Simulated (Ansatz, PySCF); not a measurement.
Si(F)(OH)(SH)2 (FH3OS2Si), SMILES O[Si](F)(S)S. Atoms are numbered in the order given.

```xyz
8

O     -0.2954    -0.7066     1.7089
Si    -0.2716    -0.1359     0.1644
F     -1.7478    -0.3342    -0.4701
S      1.2232    -1.2423    -0.8381
S      0.0617     1.9476    -0.0565
H     -0.9965    -0.3739     2.2801
H      1.0619    -2.3135    -0.0284
H      1.3076     1.8748     0.4622
```
Charge 0, spin multiplicity 1.

The structure is a stationary point at PBE0-D3(BJ)/def2-SVP. This is a generated structure with no PubChem entry under its InChIKey; it may be hypothetical. One conformer was computed; it need not be the lowest.

Two levels are set side by side: PBE-D3(BJ)/def2-SVP (Ansatz, an electronic-structure program) and PBE0-D3(BJ)/def2-SVP (Ansatz). Each level has its own optimised geometry; the coordinates shown are those of the second. Frequencies come from the Hessian of PySCF at each geometry. Differences are taken from unrounded values.

```tsv
quantity	PBE0-D3(BJ)
mean bond length (Å)	1.595
bond O1–Si2 (Å)	1.647
bond Si2–F3 (Å)	1.619
bond Si2–S4 (Å)	2.113
bond Si2–S5 (Å)	2.122
bond O1–H6 (Å)	0.964
bond S4–H7 (Å)	1.352
bond S5–H8 (Å)	1.352
highest harmonic wavenumber (cm⁻¹)	3910
mean harmonic wavenumber (cm⁻¹)	912
zero-point energy (kcal/mol)	23.46
```

Question: What does PBE-D3(BJ) give, and how far is it from PBE0-D3(BJ)? (The exact figures need the calculation; the answer reports its results.)

Answer: 
```json
[
 {"quantity": "mean bond length (Å)", "PBE-D3(BJ)": "1.610", "PBE-D3(BJ) minus PBE0-D3(BJ)": "0.015"},
 {"quantity": "bond O1–Si2 (Å)", "PBE-D3(BJ)": "1.666", "PBE-D3(BJ) minus PBE0-D3(BJ)": "0.019"},
 {"quantity": "bond Si2–F3 (Å)", "PBE-D3(BJ)": "1.636", "PBE-D3(BJ) minus PBE0-D3(BJ)": "0.017"},
 {"quantity": "bond Si2–S4 (Å)", "PBE-D3(BJ)": "2.129", "PBE-D3(BJ) minus PBE0-D3(BJ)": "0.017"},
 {"quantity": "bond Si2–S5 (Å)", "PBE-D3(BJ)": "2.139", "PBE-D3(BJ) minus PBE0-D3(BJ)": "0.018"},
 {"quantity": "bond O1–H6 (Å)", "PBE-D3(BJ)": "0.975", "PBE-D3(BJ) minus PBE0-D3(BJ)": "0.011"},
 {"quantity": "bond S4–H7 (Å)", "PBE-D3(BJ)": "1.364", "PBE-D3(BJ) minus PBE0-D3(BJ)": "0.012"},
 {"quantity": "bond S5–H8 (Å)", "PBE-D3(BJ)": "1.363", "PBE-D3(BJ) minus PBE0-D3(BJ)": "0.012"},
 {"quantity": "highest harmonic wavenumber (cm⁻¹)", "PBE-D3(BJ)": "3740", "PBE-D3(BJ) minus PBE0-D3(BJ)": "-169"},
 {"quantity": "mean harmonic wavenumber (cm⁻¹)", "PBE-D3(BJ)": "877", "PBE-D3(BJ) minus PBE0-D3(BJ)": "-35"},
 {"quantity": "zero-point energy (kcal/mol)", "PBE-D3(BJ)": "22.57", "PBE-D3(BJ) minus PBE0-D3(BJ)": "-0.90"}
]
```

GGA bonds tend to be longer and softer than those of functionals with exact exchange. Differences between two approximate levels are no errors against the true value.
